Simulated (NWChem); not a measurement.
# Basis-set convergence for FIPb

```xyz
3

Pb    -0.7352    -0.7178     0.0000
F      0.6257    -2.2594     0.0000
I      1.0313     1.4943     0.0000
```
Charge 0, spin multiplicity 1.

Everything below was run with NWChem. The geometry was optimised at PBE0/def2-SVP with def2 effective core potentials on I, Pb, a minimum by its harmonic frequencies.

Quantity: dipole moment at the level PBE0.

Effective core potentials replace the inner electrons of I, Pb; spin-orbit coupling is left out. The structure started from a generated list of species.

| basis | functions | dipole moment (D) |
|---|---|---|
| def2-SVP | 66 | 4.42 |
| def2-SVPD | 90 | 4.42 |
| def2-TZVPP | 131 | 4.41 |
| def2-TZVP | 131 | 4.41 |
| def2-TZVPD | 155 | 4.38 |
| def2-QZVP | 221 | 4.37 |

Smallest basis within 0.1 D of def2-QZVP, the largest set run: def2-SVP, with 66 functions against 221 (also within reach: def2-SVPD, def2-TZVPP, def2-TZVP, def2-TZVPD). def2-QZVP isn't the basis-set limit itself, and a small set can land close by cancellation.
